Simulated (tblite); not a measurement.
Species: C7H5FO2.
Atom-mapped SMILES: `[O:1]=[C:2]([OH:3])[c:4]1[cH:5][cH:6][cH:7][c:8]([F:9])[cH:10]1` (hydrogens: H11 on O3; H12 on C5; H13 on C6; H14 on C7; H15 on C10)

Geometry (GFN2-xTB, Å), atoms numbered from 1 in this order:
```xyz
15
C7H5FO2 angstrom
O      2.685   -1.223   -0.381
C      2.079   -0.201   -0.180
O      2.697    0.980   -0.043
C      0.604   -0.109   -0.060
C     -0.145   -1.277   -0.185
C     -1.523   -1.233   -0.080
C     -2.166   -0.028    0.148
C     -1.405    1.123    0.268
F     -2.031    2.295    0.490
C     -0.028    1.109    0.169
H      3.656    0.863   -0.130
H      0.375   -2.206   -0.362
H     -2.102   -2.138   -0.177
H     -3.240    0.031    0.234
H      0.539    2.021    0.267
```

Calculated harmonic vibrations of the isolated species, GFN2-xTB (tblite), most abundant isotopes, no scaling. This tight-binding method is rough: wavenumbers can miss measured ones by several per cent, in bad cases by 10 to 20. One conformer, not necessarily the lowest.

Harmonic wavenumbers (cm⁻¹): 43.6, 139.0, 165.9, 224.7, 356.0, 371.5, 389.7, 474.8, 480.4, 501.6, 611.4, 613.0, 649.9, 718.3, 730.1, 809.2, 883.9, 906.2, 926.5, 930.4, 991.7, 1092.9, 1113.8, 1132.6, 1169.3, 1208.3, 1244.0, 1279.4, 1330.9, 1433.5, 1457.3, 1585.2, 1591.6, 1761.0, 3096.4, 3107.3, 3112.8, 3121.9, 3453.9.

A = 2659, B = 942.4, C = 695.8 MHz; mass 140.027 u (most abundant isotopes); point group Cs, symmetry number 1.

Task: What is the zero-point energy?

Result: Half the sum of the wavenumbers: 22605 cm⁻¹ = 64.63 kcal/mol.

Task: Give the ideal-gas entropy at 350 K and 1 bar in the rigid-rotor, harmonic-oscillator model (classical rotation).

Result: Translation 41.54, rotation 30.08, vibration 25.09: S = 96.7 cal/(mol K).

Task: And Cp and H(350 K) − H(0)?

Result: Cp = 38.19 cal/(mol K), of which vibrations give 30.24 (their classical limit is 39 R = 77.5); H(350 K) − H(0) = 7.68 kcal/mol without the zero-point energy, 4.90 from vibrations.

Task: What must be added to the electronic energy to get the Gibbs energy at 350 K and 1 bar?

Result: ZPE + [H(350 K) − H(0)] − T·S = 64.63 + 7.68 − 33.85 = 38.46 kcal/mol.

Task: Which modes carry the vibrational entropy at 350 K?

Result: 43.6 cm⁻¹: 5.41; 139.0 cm⁻¹: 3.13; 165.9 cm⁻¹: 2.79; 224.7 cm⁻¹: 2.21; 356.0 cm⁻¹: 1.40; 371.5 cm⁻¹: 1.33 cal/(mol K); the other 33 give 8.84 together.

Task: How do the functions run with temperature in this model?

Result: 
```
 T (K)  S (cal/(mol K))  Cp (cal/(mol K))  H − H(0) (kcal/mol)  G − H(0) (kcal/mol)  ln q(vib)
    50             58.1              10.8                 0.46                -2.45       0.36
   100             66.8              14.6                 1.09                -5.58       1.06
298.15             91.0              33.5                 5.82               -21.30       4.56
373.15             99.2              40.2                 8.59               -28.44       6.05
   500            112.3              49.5                14.30               -41.87       8.67
   750            134.9              61.3                28.29               -72.86      13.80
  1000            153.5              68.3                44.56              -108.98      18.60
```

q(vib) and H(0) count from the zero-point level.

Task: Blend soft modes into free rotors: weight 1/[1 + (100 cm⁻¹/ν̃)⁴] for the oscillator and the rest for a rotor with moment μB/(μ + B), μ = h/(8π²ν), B = 10⁻⁴⁴ kg m². What vibrational entropy results?

Result: 23.47 cal/(mol K) in place of 25.09, which changes −T·S at 350 K by +0.57 kcal/mol.

Hindered rotation and anharmonicity are outside this model. Other conformers, if any are populated, would add a mixing term that is left out.
